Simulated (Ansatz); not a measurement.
The same redistribution along the group Sc, Y.

Isolated molecules relaxed with PBE0-D4/def2-TZVP in Ansatz; ΔE leaves out vibrations. CBS: MP2 limit from def2 TZ/QZ plus the TZ coupled-cluster correction, frozen cores. DFT in def2-TZVPP. Elements past krypton have def2 core potentials. For Sc, W, Y outer-core shells are correlated without core-valence functions, which leaves a few kJ/mol of doubt a bond. Scalar relativity is left out up to krypton. One conformer a species, not always the lowest.

```
                                                                                       reaction  CCSD(T)/CBS(def2) (kJ/mol)
`[NH2][Sc]([OH])[F]` + `[O]=[W]([F])([F])=[S]` → `[OH][Sc]([F])[F]` + `[NH2][W](=[O])([F])=[S]`                         -93
  `[NH2][Y]([OH])[F]` + `[O]=[W]([F])([F])=[S]` → `[OH][Y]([F])[F]` + `[NH2][W](=[O])([F])=[S]`                           ?
```

Problem. Fill in the missing values. (Estimate.)

Solution. Computed: `[NH2][Y]([OH])[F]` + `[O]=[W]([F])([F])=[S]` → `[OH][Y]([F])[F]` + `[NH2][W](=[O])([F])=[S]`: -105.6 kJ/mol.

Largest T1 diagnostic: 0.023, for `[O]=[W]([F])([F])=[S]`.
